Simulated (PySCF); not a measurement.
SiH₂Cl₂, SMILES Cl[SiH2]Cl. Geometry optimised at PBE-D3(BJ)/def2-TZVP. The isomer is the one that the SMILES or the coordinates give; other isomers of the formula were not compared.

Computed with PBE-D3(BJ)/def2-TZVP run with PySCF.

Harmonic wavenumbers (cm⁻¹): 178, 508, 569, 572, 680, 838, 918, 2201, 2217. Rotational constants (GHz): 13.93, 2.465, 2.149; symmetry number 2.

Task: Work out the zero-point energy and the ideal-gas rigid-rotor harmonic-oscillator thermochemistry at 298.15 K and 1 atm.

Result: ZPE = ½ Σ hcν = ½ × 8682 cm⁻¹ = 12.41 kcal/mol. H − E(el) = 15.66 kcal/mol. Entropy in cal/(mol K): translation 39.75, rotation 24.50, vibration 4.63, total 68.88. G − E(el) = -4.87 kcal/mol. Cp = 15.18 cal/(mol K).
